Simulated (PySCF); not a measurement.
C₃H₈AlCl, SMILES [CH3][Al]([Cl])[CH2]C.

Geometry optimised at B3LYP-D3(BJ)/def2-SVP. The structure was generated by enumeration; whether it is a known compound was not checked. The values are those of a single conformer.

Calculation: TDA-CAM-B3LYP/def2-SVPD (PySCF 2.14.0).

Vertical excitations. The molecule is in vacuum. State labels are in the subgroup Cs.

Computed UV-visible absorptions:
| state | symmetry | energy (eV) | λ (nm) | f | main pairs |
|---|---|---|---|---|---|
| S1 | A" | 5.64 | 220 | 0.000 | HOMO→LUMO+1 98 % |
| S2 | A' | 6.43 | 193 | 0.127 | HOMO→LUMO 94 % |
| S3 | A" | 7.10 | 175 | 0.005 | HOMO−1→LUMO+1 95 % |
| S4 | A" | 7.34 | 169 | 0.004 | HOMO−3→LUMO+1 96 % |
| S5 | A' | 7.52 | 165 | 0.061 | HOMO−1→LUMO 44 %, HOMO−2→LUMO+1 23 %, HOMO→LUMO+2 20 % |
| S6 | A' | 7.59 | 163 | 0.003 | HOMO→LUMO+2 38 %, HOMO−1→LUMO 24 %, HOMO−3→LUMO 14 %, HOMO→LUMO+3 14 % |
| S7 | A' | 7.72 | 161 | 0.116 | HOMO−2→LUMO+1 67 %, HOMO→LUMO+2 14 % |
| S8 | A" | 7.83 | 158 | 0.068 | HOMO−2→LUMO 84 % |
| S9 | A' | 7.98 | 155 | 0.061 | HOMO−3→LUMO 63 %, HOMO→LUMO+3 12 % |
| S10 | A' | 8.15 | 152 | 0.046 | HOMO→LUMO+3 55 %, HOMO−1→LUMO 12 %, HOMO→LUMO+2 10 % |
| T1 | A" | 5.33 | 233 | 0 | HOMO→LUMO+1 97 % |
| T2 | A' | 5.91 | 210 | 0 | HOMO→LUMO 84 % |
| T3 | A" | 6.66 | 186 | 0 | HOMO−1→LUMO+1 75 %, HOMO−3→LUMO+1 20 % |
| T4 | A' | 6.94 | 179 | 0 | HOMO−2→LUMO+1 95 % |
Triplets are in the Tamm–Dancoff approximation.
